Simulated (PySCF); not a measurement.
Working out the excitation energy of Ne⁺

Ne⁺ [He] 2s2 2p5 (2P) → Ne⁺ [He] 2s1 2p6 (2S). Calculation: PySCF 2.14, in ANO-RCC-VTZP (4s3p2d1f, 30 functions); scalar relativity by spin-free X2C-1e. Frozen: nothing. Energies in hartree (1 hartree = 27.21139 eV):

```
            part  Ne⁺ (lower)  Ne⁺ (upper)
             UHF  -127.961379  -126.869884
CCSD correlation    -0.221778    -0.314898
             (T)    -0.002688    -0.007586
```

**Question.** What does Hartree-Fock give?

**Answer.** (-126.869884) − (-127.961379) = 1.091495 hartree = 29.701 eV.

**Question.** What do CCSD and CCSD(T) give?

**Answer.** The CCSD correlation energies differ by -0.093120 hartree = -2.534 eV and the triples by -0.004898 hartree = -0.133 eV, so CCSD gives 27.167 eV and CCSD(T) 27.034 eV.

Measured between the centres of the two terms (NIST): 26.878 eV, so CCSD(T) (valence and next inner shell) is off by 0.156 eV.

What remains against the reference includes basis incompleteness and higher excitations.
